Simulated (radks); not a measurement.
Pd0.5+, 45.5 electrons, occupied as [Kr] 4d8.5 5s1 (fractional occupations, a model configuration). Method: scalar-relativistic Kohn-Sham, r2SCAN, spin-unpolarised, spherical densities, finite nucleus; meta-GGA in the generalised Kohn-Sham scheme; Fermi nuclear charge, rms radius 4.5318 fm; computed with a radial shooting solver on a logarithmic mesh with Libxc functionals.

Normalised radial functions P(r) = r R(r), r in bohr:

r	4s
0.004652	0.1547
0.007165	0.2038
0.01104	0.2471
0.017	0.2571
0.02619	0.1879
0.04066	-0.0082
0.06263	-0.2870
0.09647	-0.4272
0.1486	-0.1100
0.2289	0.5184
0.3554	0.5027
0.5474	-0.5247
0.8432	-1.2027
1.299	-0.7367
2.001	-0.1698
3.082	-0.0125
4.785	-0.0002
7.37	0.0000

4s: eigenvalue -97.077 eV, 3 radial nodes at r = 0.0401, 0.161, 0.451 bohr, <r> = 0.947 bohr, 90 % of the charge inside 1.38 bohr.
